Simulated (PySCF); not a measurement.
# Basis-set dependence of the excitation energy of Hg

Hg [Xe] 4f14 5d10 6s2 (1S) → Hg [Xe] 4f14 5d10 6s1 6p1, s spin flipped. All values are computed (PySCF 2.14, energy differences of UHF-based or UKS calculations, no spin-orbit coupling). Values in eV.

```csv
basis,Hamiltonian,functions,UHF,PBE,PBE0,MP2 (valence)
aug-cc-pVDZ-PP with ECP60MDF,ECP,54,4.957,5.788,5.682,6.034
def2-TZVPPD with the def2 core potential (60 electrons),ECP,62,4.969,5.801,5.694,6.042
aug-cc-pVTZ-PP with ECP60MDF,ECP,88,4.933,5.767,5.659,6.039
"aug-cc-pVTZ-PP with one added diffuse shell each of s, p, d, f, g type with ECP60MDF",ECP,113,4.931,5.763,5.655,6.033
```

Frozen outside the core potential: valence: 5s2 5p6.

In the upper determinant the s electron has its spin opposite to the other open shell, which mixes two multiplicities.
